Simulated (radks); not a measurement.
Question: Coulomb parameter of the 4f shell of the promethium ion Pm+ in the model configuration [Xe] 4f3.5 6s1 6p1.5, as a second difference U = [E(n + 1) + E(n - 1) - 2 E(n)] / (1)^2 with all orbitals relaxed. "Bare": the charge of the atom changes with n. "Screened": the 6p shell takes up the change at fixed total charge, which measures U(4f,4f) + U(6p,6p) - 2 U(4f,6p). Calculated with a radial shooting solver on a logarithmic mesh with Libxc functionals: Dirac Kohn-Sham, PBEsol, spin-unpolarised, spherical densities, point nucleus; open shells are shared between the two j in proportion to 2j + 1. Estimate both.

Answer: U(bare) = 16.376 eV, U(screened by 6p) = 9.041 eV, against the Slater integral F0(4f,4f) = 27.588 eV with frozen orbitals.
